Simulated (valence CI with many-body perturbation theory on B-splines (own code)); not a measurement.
# Se¹³⁺: E2, M1 decay

Computed by relativistic CI+MBPT: three valence electrons over a frozen Dirac-Fock core [Ar], radial functions for each j: 9 s, 9 p, 10 d, 8 f, 5 g, 3 h, 1 i, with the one-electron correlation potential Σ1, the two-electron term Σ2, the three-electron term Σ3, Breit, model QED; selected CI, second order for the rest (own B-spline code, finite nucleus).

No measured levels were compared; by estimate terms of the open shell hold to 2 to 4 % of their energy, and close levels can change places. Core correlation moves these levels by up to 4200 cm⁻¹, and in measured spectra 5 to 20 % of such shifts remained as error; rates that hang on mixing are uncertain with them. Only levels of the ground parity were solved; by the run's estimate the other parity begins above the list, which can be wrong where configurations are misplaced.

Lines 1 to 50 of 73 in falling wavelength, among levels below 151190 cm⁻¹, chosen from the decays that carry over 1 % of a level's rate. Wavelengths and rates use the calculated energies, so an error of 2000 cm⁻¹ moves a line at 1128 nm by 23 % and its rate by three times that or more. Electric multipoles are in the length gauge, E1 and E2 with the static RPA response of the core. S is in atomic units (e²a₀⁴ for E2 and M2, e²a₀⁶ for E3), for M1 in squared Bohr magnetons. Weak lines are less certain than strong ones. Lines between different terms over intervals too small for the method are left out, as are lines whose strength nearly cancels. The highest levels of a list are the least certain.

Names give the largest LS component (configuration and term), which can be under half, so a name can repeat, a term be missing and a line seem to break the LS rules; names also repeat where a configuration has a term twice. Letters in brackets count levels of one name in rising energy.

```csv
λ vac (nm),Upper,Lower,Type,A (s⁻¹),S (a.u.)
2520,3d3 4F_5/2,3d3 4F_3/2,M1,2.66e+00,9.46e+00
2140,3d3 4F_7/2,3d3 4F_5/2,M1,4.36e+00,1.27e+01
2020,3d3 4F_9/2,3d3 4F_7/2,M1,3.21e+00,9.82e+00
1475,3d3 4P_5/2,3d3 4P_3/2,M1,4.09e+00,2.92e+00
1128,3d3 2D_3/2 [a],3d3 4P_5/2,M1,1.87e+00,3.98e-01
985.8,3d3 2D_5/2 [a],3d3 2D_3/2 [a],M1,7.60e+00,1.62e+00
881.2,3d3 2P_3/2,3d3 2P_1/2,M1,8.74e+00,8.87e-01
702.5,3d3 2P_3/2,3d3 2D_3/2 [a],M1,2.41e+01,1.24e+00
658.7,3d3 2D_3/2 [a],3d3 4P_1/2,M1,7.80e+00,3.31e-01
657.2,3d3 2H_9/2,3d3 2G_9/2,M1,1.85e+01,1.95e+00
639.4,3d3 2D_3/2 [a],3d3 4P_3/2,M1,2.25e+01,8.71e-01
635.8,3d3 2H_11/2,3d3 2G_9/2,M1,1.14e+01,1.30e+00
555.6,3d3 2H_9/2,3d3 2G_7/2,M1,1.68e+01,1.07e+00
553.5,3d3 2P_1/2,3d3 4P_1/2,M1,3.66e+01,4.61e-01
526.2,3d3 2D_5/2 [a],3d3 4P_5/2,M1,4.91e+00,1.59e-01
433.0,3d3 2P_3/2,3d3 4P_5/2,M1,2.21e+01,2.66e-01
340.0,3d3 2P_3/2,3d3 4P_1/2,M1,1.60e+00,9.31e-03
335.7,3d3 2G_7/2,3d3 4F_9/2,M1,5.66e-01,6.35e-03
323.5,3d3 2F_5/2,3d3 2D_5/2 [a],M1,1.68e+00,1.26e-02
318.5,3d3 4P_5/2,3d3 4F_9/2,E2,7.67e-02,1.35e-01
307.0,3d3 2G_9/2,3d3 4F_9/2,M1,3.87e+01,4.15e-01
292.1,3d3 4P_3/2,3d3 4F_5/2,M1,3.48e+00,1.28e-02
288.2,3d3 4P_1/2,3d3 4F_5/2,E2,6.37e-02,2.26e-02
287.9,3d3 2G_7/2,3d3 4F_7/2,M1,2.03e+01,1.43e-01
275.2,3d3 4P_5/2,3d3 4F_7/2,M1,1.22e+00,5.65e-03
266.5,3d3 2G_9/2,3d3 4F_7/2,M1,2.01e+01,1.41e-01
261.7,3d3 4P_3/2,3d3 4F_3/2,M1,6.12e+00,1.63e-02
258.6,3d3 4P_1/2,3d3 4F_3/2,M1,4.53e-01,5.81e-04
258.6,3d3 4P_1/2,3d3 4F_3/2,E2,1.79e-01,3.69e-02
253.7,3d3 2G_7/2,3d3 4F_5/2,M1,2.52e+01,1.22e-01
243.8,3d3 4P_5/2,3d3 4F_5/2,M1,7.24e-01,2.33e-03
243.6,3d3 2F_5/2,3d3 2D_3/2 [a],M1,5.70e-01,1.83e-03
212.7,3d3 2F_7/2,3d3 2G_9/2,M1,5.17e+00,1.48e-02
209.3,3d3 2H_9/2,3d3 4F_9/2,M1,6.77e+00,2.30e-02
207.0,3d3 2H_11/2,3d3 4F_9/2,M1,1.04e+00,4.09e-03
204.7,3d3 2D_5/2 [b],3d3 2F_5/2,M1,4.98e+01,9.51e-02
200.9,3d3 2F_7/2,3d3 2G_7/2,M1,1.99e+01,4.78e-02
200.5,3d3 2D_3/2 [a],3d3 4F_5/2,M1,5.95e+01,7.12e-02
200.3,3d3 2F_5/2,3d3 4P_5/2,M1,2.51e+00,4.50e-03
198.2,3d3 2D_3/2 [b],3d3 2F_5/2,M1,3.37e+01,3.89e-02
197.7,3d3 2D_5/2 [b],3d3 2F_7/2,M1,3.10e+01,5.32e-02
194.1,3d3 2F_5/2,3d3 2G_7/2,M1,1.25e+01,2.04e-02
189.6,3d3 2H_9/2,3d3 4F_7/2,M1,4.79e+00,1.21e-02
185.7,3d3 2D_3/2 [a],3d3 4F_3/2,M1,3.79e+01,3.60e-02
180.7,3d3 2D_5/2 [a],3d3 4F_7/2,M1,7.65e+01,1.00e-01
176.4,3d3 2F_5/2,3d3 4P_3/2,M1,9.50e-01,1.16e-03
176.3,3d3 2P_1/2,3d3 4F_3/2,M1,9.14e-01,3.71e-04
166.6,3d3 2D_5/2 [a],3d3 4F_5/2,M1,1.13e+01,1.16e-02
156.3,3d3 2D_5/2 [a],3d3 4F_3/2,M1,2.69e+00,2.28e-03
156.0,3d3 2P_3/2,3d3 4F_5/2,M1,3.95e+01,2.22e-02
```
